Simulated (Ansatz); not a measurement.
Consider the cleavage of the Ge–Ge bond: `[F][Ge]([F])([F])[GeH3]` + CH₃NH₂ → `C[NH][GeH3]` + `[F][GeH]([F])[F]`.

Program: Ansatz. Geometries: PBE0-D4/def2-TZVP. ΔE: electronic, gas phase. CCSD(T)/CBS is the MP2 limit (def2-TZVPP, def2-QZVPP) plus CCSD(T) − MP2 in def2-TZVPP, frozen cores. Functionals use def2-TZVPP. For Ge outer-core shells are correlated without core-valence functions, which leaves a few kJ/mol of doubt a bond. Scalar relativity is left out up to krypton.

`[F][Ge]([F])([F])[GeH3]`:

Cartesian coordinates in Å:
```
F 0.360 1.411 -1.908
Ge 0.850 0.407 -0.600
F 1.942 1.375 0.309
F 1.834 -0.804 -1.323
Ge -0.990 -0.475 0.700
H -1.754 0.723 1.266
H -1.856 -1.301 -0.251
H -0.384 -1.336 1.808
```

CH₃NH₂:

Cartesian coordinates in Å:
```
C -0.364 0.269 -0.344
N 0.304 -0.597 0.613
H 0.275 1.027 -0.820
H -1.186 0.791 0.152
H -0.805 -0.340 -1.136
H 0.712 -0.052 1.363
H 1.064 -1.098 0.171
```

`C[NH][GeH3]`:

Z-matrix (Å, degrees):
```
C
N 1 1.450
H 1 1.100 2 114.8
H 1 1.094 2 110.2 3 121.9
H 1 1.094 2 109.5 3 -120.8
Ge 2 1.838 1 118.0 3 67.0
H 2 1.010 1 111.6 3 -66.0
H 6 1.549 2 113.3 1 -56.3
H 6 1.536 2 107.2 1 -177.3
H 6 1.537 2 107.0 1 63.0
```

`[F][GeH]([F])[F]`:

Z-matrix (Å, degrees):
```
Ge
F 1 1.707
F 1 1.707 2 106.4
F 1 1.707 2 106.4 3 113.1
H 1 1.516 2 112.4 3 -123.4
```

```csv
level,ΔE (kJ/mol)
BLYP-D4,51.9
CCSD/def2-SVP,29.0
```

(1) What does CCSD(T)/CBS give? (An estimate is asked.)

Largest T1 diagnostic among the species: 0.013.

## Answers

(1) The calculation gave: +40.8 kJ/mol. The listed levels differ from it by 11.1, -11.8 kJ/mol.

From BLYP to BHLYP (50 % exact exchange), in def2-TZVPP and without D4, ΔE moves by −11.9 kJ/mol. At CCSD(T), def2-SVP lies −12.0 kJ/mol from the extrapolated value and def2-TZVPP −4.9 kJ/mol. Leaving LDA and LC-ωPBE aside and taking each functional with its dispersion term where it has one, the values, not all of them listed here, spread over 17.1 kJ/mol, from B97M-V to PBE-D4. LDA lies −5.8 kJ/mol from PBE without D4.
